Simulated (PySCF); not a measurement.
**Löwdin shares of the frontier orbitals**

C6H11N.
Cartesian coordinates in Å at the GFN2-xTB level; atoms count from 1:
```
atom  x, y, z in Å
C1     2.9484    0.4740    1.1855
C2     2.2760    0.0615    0.2852
C3     1.4810   -0.4779   -0.7982
C4     0.0679   -0.9087   -0.3710
N5    -0.8746    0.1947   -0.4398
C6    -0.6863    1.1460    0.6357
C7    -2.2446   -0.2715   -0.4807
H8     3.5335    0.8546    1.9684
H9     2.0096   -1.3466   -1.2010
H10    1.3893    0.2697   -1.5901
H11   -0.2773   -1.6727   -1.0728
H12    0.1039   -1.3622    0.6357
H13   -0.8862    0.7055    1.6261
H14   -1.3627    1.9871    0.4877
H15    0.3375    1.5118    0.6230
H16   -2.3788   -0.9314   -1.3371
H17   -2.5407   -0.8142    0.4314
H18   -2.9047    0.5867   -0.5995
```

Method used: PySCF, TDDFT PBE0/def2-SVPD, vertical, gas phase, core orbitals frozen in the response.

Frontier orbitals with the atoms that hold most of them (Löwdin shares over 4%, at most four atoms; ? is withheld):

| orbital | ε (eV) | atoms |
| --- | --- | --- |
| HOMO-3 | -10.01 | C6 19%, C4 19%, N5 14%, H11 11% |
| HOMO-2 | -7.76 | C1 41%, C2 39%, C3 7%, H8 4% |
| HOMO-1 | -7.71 | C1 39%, C2 36%, C3 7% |
| HOMO | ? | ? |
| LUMO | 0.65 | ? |
| LUMO+1 | 1.15 | C1 20%, C2 15%, C6 12%, H8 8% |
| LUMO+2 | 1.27 | C1 28%, C2 16%, C7 9%, C3 8% |

Question: Which atoms hold the LUMO, and with what shares?

Answer: C7 (bonded to N and 3 H) 11%; C3 (bonded to 2 C and 2 H) 11%; C1 (bonded to C and H) 10%; C4 (bonded to C, N and 2 H) 10%.

Question: Which atoms hold the HOMO, and with what shares?

Answer: N5 (bonded to 3 C) 56%; C7 (bonded to N and 3 H) 8%; C6 (bonded to N and 3 H) 8%; C4 (bonded to C, N and 2 H) 7%. By element: nitrogen 56%, carbon 23% or more.

Question: What is the HOMO energy, and the HOMO–LUMO gap?

Answer: ε(HOMO) = -6.25 eV; the gap is 6.90 eV (0.2536 hartree).

Question: The HOMO–LUMO gap is 6.90 eV. Where does the response calculation put the lowest singlet, and from which orbitals?

Answer: S1 is at 5.79 eV (f = 0.0096), 1.11 eV below the gap, made of HOMO→LUMO (97%). 

Question: One configuration dominates each of S1 and S2. Which, and how do the shares of the two leading atoms of either orbital change from the occupied to the empty one?

Answer: 
- S1 (5.79 eV, f 0.0096), HOMO→LUMO (97%): N5 56% → at most 10%, C7 8% → 11%, C3 at most 7% → 11%
- S2 (6.39 eV, f 0.025), HOMO→LUMO+1 (86%): N5 56% → at most 9%, C7 8% → at most 9%, C1 at most 7% → 20%, C2 at most 7% → 15%

One conformer stands for the species.
